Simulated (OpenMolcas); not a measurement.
# P+: thermal populations, worked from levels

```yaml
Program: OpenMolcas
Basis: ANO-RCC [8s7p5d4f2g]
Scalar_Hamiltonian: DKH2, point nucleus
Active_space: 2 electrons in 9 orbitals (RAS2 3p; RAS3 3d 4s, at most 1 electron)
State_averaging: 2S+1 = 3 even, 3 roots; 2S+1 = 1 even, 6 roots; 2S+1 = 3 odd, 18 roots; 2S+1 = 1 odd, 18 roots
Spin-orbit_coupling: RASSI with atomic mean-field integrals over the reference wave functions, term energies averaged over their components
```

Methods: RASSCF; MS-RASPT2, IPEA 0.25 Eh, imaginary shift 0.1 Eh (closed shells correlated: 2s 2p 3s). Measured levels: NIST Handbook of Basic Atomic Spectroscopic Data.

**Thermal populations.** Z = Σ (2J + 1) exp(-E/kT) with k = 0.695035 cm-1/K, over the levels below. No other level of either list lies under 45600 cm-1, which is above 7 kT at each temperature.

| Level | 2J + 1 | MS-RASPT2 | measured |
| --- | --- | --- | --- |
| 3s² 3p² ³P₀ | 1 | 0.0 | 0.0 |
| 3s² 3p² ³P₁ | 3 | 146 | 165 |
| 3s² 3p² ³P₂ | 5 | 422 | 469 |
| 3s² 3p² ¹D₂ | 5 | 8600 | 8882 |
| 3s² 3p² ¹S₀ | 1 | 25920 | 21576 |

```
T (K)  Z, MS-RASPT2  Z, measured levels  Ground level (%), MS-RASPT2  Ground level (%), measured levels
 3000         7.962               7.835                         12.6                               12.8
 5000         8.726               8.620                         11.5                               11.6
 8000         9.631               9.541                         10.4                               10.5
```

At 8000 K, kT = 5560 cm-1, and the computed levels give Z = 1.000 + 2.922 + 4.635 + 1.065 + 0.009 = 9.631.

Term energies are means over components that CASPT2 splits; among the terms shown or strongly mixed into the levels shown the widest spread is 160 cm-1 (3s² 3p² ¹D, MS-RASPT2). Over all roots computed the reference weight is 0.90 to 0.96 in MS-RASPT2; the roots of lowest weight are the least certain, and an intruder state may touch them. With the s shell closed, the reference lacks s² → p² mixing. Without dynamic correlation excited terms often stand tens of per cent too high (terms of higher spin than the ground term too low), and those without a measured partner can miss by more than the paired ones (holds for RASSCF). Some terms miss by over 15 % even with CASPT2, which points to a basis or an active space too small for the shells correlated (holds for MS-RASPT2). Computed and measured levels are paired by configuration, term and J; levels that our copy of the source lacks, or whose pairing is in doubt (as where it misses far off the trend of its configuration), stay unpaired and out of the deviations. Only configurations of the active space appear.
